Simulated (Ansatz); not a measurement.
`CB(N)[SiH2]O` + H₂ → `NB[SiH2]O` + CH₄  (hydrogenolysis of a B–C bond)

Isolated molecules relaxed with PBE0-D4/def2-TZVP in Ansatz; ΔE leaves out vibrations. CCSD(T)/CBS adds triple-zeta CCSD(T) − MP2 to the extrapolated MP2 energy (def2 sets, frozen cores). This one scheme is used for every species. DFT in def2-TZVPP. B3LYP here is the variant with VWN-RPA as its local correlation; programs differ in this. Each species was taken in one conformer, which may not be the lowest.

`CB(N)[SiH2]O`:

Cartesian coordinates in Å:
```
C -0.144 0.459 -1.645
B 0.039 -0.396 -0.338
N 0.544 -1.693 -0.409
Si -0.466 0.308 1.498
O 0.066 1.856 1.790
H -1.202 0.705 -1.792
H 0.366 1.425 -1.558
H 0.216 -0.033 -2.554
H 0.685 -2.280 0.396
H 0.794 -2.138 -1.279
H -1.942 0.390 1.675
H 0.044 -0.624 2.560
H 1.000 2.021 1.655
```

H₂:

Z-matrix (Å, degrees):
```
H
H 1 0.746
```

`NB[SiH2]O`:

```xyz
10

N    -0.237   -1.674    0.867
B    -0.624   -0.395    0.501
Si    0.435    0.676   -0.842
O     0.730    2.229   -0.334
H    -0.751   -2.243    1.521
H     0.589   -2.128    0.512
H    -1.623    0.040    1.011
H    -0.284    0.686   -2.156
H     1.784    0.096   -1.096
H    -0.019    2.714    0.015
```

CH₄:

Z-matrix (Å, degrees):
```
C
H 1 1.090
H 1 1.090 2 109.5
H 1 1.090 2 109.5 3 -120.0
H 1 1.090 2 109.5 3 120.0
```

| level | ΔE (kJ/mol) | difference from CCSD(T)/CBS |
| --- | --- | --- |
| ωB97X-V | -26.9 | -2.5 |
| ωB97M-V | -25.0 | -0.6 |
| B2PLYP | -31.7 | -7.3 |
| PBE | -26.5 | -2.1 |
| r2SCAN | -24.1 | 0.3 |
| PBE0 | -28.9 | -4.5 |
| B3LYP | -36.2 | -11.8 |
| HF/def2-TZVPP | -48.6 | -24.2 |
| MP2/def2-TZVPP | -22.1 | 2.3 |
| CCSD(T)/def2-TZVPP | -26.6 | -2.2 |
| HF/def2-QZVPP | -48.5 | -24.1 |
| MP2/def2-QZVPP | -20.8 | 3.6 |
| SCS-MP2/def2-QZVPP | -27.3 | -2.9 |
| HF/CBS(def2) | -48.5 | -24.1 |
| MP2/CBS(def2) | -19.9 | 4.5 |
| CCSD/CBS(def2) | -28.4 | -4.0 |
| CCSD(T)/CBS | -24.4 | 0 |

Largest T1 diagnostic among the species: 0.013.

In def2-TZVPP, CCSD(T) changes the Hartree–Fock value by +22.0 kJ/mol (the triples alone add +4.0 kJ/mol) and MP2 by +26.5 kJ/mol. The D4 term adds +9.5 kJ/mol with B3LYP and +5.4 kJ/mol with PBE0; it sums over pairs of atoms, weighted by their polarisabilities, and B3LYP, whose exchange is more repulsive, gets the larger term.
